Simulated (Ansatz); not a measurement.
GeH2Me(NHMe) (C2H9GeN). The state is a singlet with charge 0. Geometry PBE0-D4/def2-SVP, basis def2-TZVP, Ansatz.

```xyz
13

Ge    0.395   -0.541   -0.569
H     1.922   -0.324   -0.574
H     0.124   -2.061   -0.388
C    -0.438    0.090   -2.212
H    -0.041   -0.456   -3.080
H    -0.240    1.163   -2.347
H    -1.526   -0.066   -2.178
N    -0.263    0.484    0.807
C     0.218    0.300    2.156
H    -1.270    0.613    0.770
H    -0.115   -0.634    2.655
H     1.321    0.289    2.161
H    -0.088    1.143    2.800
```

```tsv
run	HOMO (eV)	LUMO (eV)
A	-6.04	0.57
B	-6.64	1.24
C	-5.17	-0.13
D	-7.77	1.65
E	-7.85	1.80
F	-5.34	0.58
```

HSE06 is defined as in plane-wave codes, on full-range PBE exchange.

Question: The runs used BHLYP, CAM-B3LYP, HSE06, LDA (SPW92), r2SCAN, r2SCAN0. Estimate which is which.

Answer: A HSE06 (range-separated); B r2SCAN0 (25 % exact exchange); C LDA (SPW92) (0 % exact exchange); D BHLYP (50 % exact exchange); E CAM-B3LYP (range-separated); F r2SCAN (0 % exact exchange). Exact exchange lowers occupied and raises empty levels; among semilocal functionals meta-GGAs tend to open the gap a little, and such runs are hard to tell apart. The gap grows from 5.03 eV (LDA (SPW92)) to 9.65 eV (CAM-B3LYP).
